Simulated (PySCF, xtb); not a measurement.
Be(Et)(SiH3) (C2H8BeSi), SMILES [SiH3][Be][CH2]C.

GFN2-xTB (xtb) at its own geometry gives an orbital gap of 3.43 eV and a dipole moment of 2.20 D.

The structure is a stationary point at PBE0-D3(BJ)/def2-SVP. The structure was generated by enumeration; whether it is a known compound was not checked. Other conformers were not sampled.

### Question
What does PySCF with M06-2X/def2-TZVP give? (The exact figures need the calculation; the answer reports its results.)

### Answer
gap 8.21 eV (levels -8.51 and -0.29 eV), dipole 1.14 D.
